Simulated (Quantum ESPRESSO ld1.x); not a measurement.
Q: Species: Nd3+. Configuration: [Xe] 4f1 5d2 (not the ground configuration). Calculated with ld1.x of Quantum ESPRESSO 7.5: non-relativistic Kohn-Sham, PBE, spin-unpolarised, spherical densities, point nucleus; relativity is left out, which matters for an element this heavy. Some entries of the table are withheld. Estimate them.

orbital  occ.  eigenvalue (hartree)  <r> (bohr)  r(max) (bohr)
1s          2              -1512.89     0.02530        0.01677
2s          2              -238.656      0.1081            (1)
2p          6                   (2)     0.09183        0.07182
3s          2                   (3)      0.2816         0.2585
3p          6                   (4)      0.2714         0.2455
3d         10              -37.7341      0.2426         0.1973
4s          2              -11.8806      0.6336            (5)
4p          6              -9.81791      0.6497         0.6001
4d         10              -6.17290      0.6893         0.6123
5s          2              -2.56800       1.451            (6)
5p          6              -1.96020       1.590          1.435
4f          1              -1.82467      0.8314         0.6106
5d          2              -1.04323       2.053          1.760

A: 
(1) 2s r(max) (bohr): 0.09212
(2) 2p eigenvalue (hartree): -226.270
(3) 3s eigenvalue (hartree): -53.2090
(4) 3p eigenvalue (hartree): -47.8042
(5) 4s r(max) (bohr): 0.5924
(6) 5s r(max) (bohr): 1.333
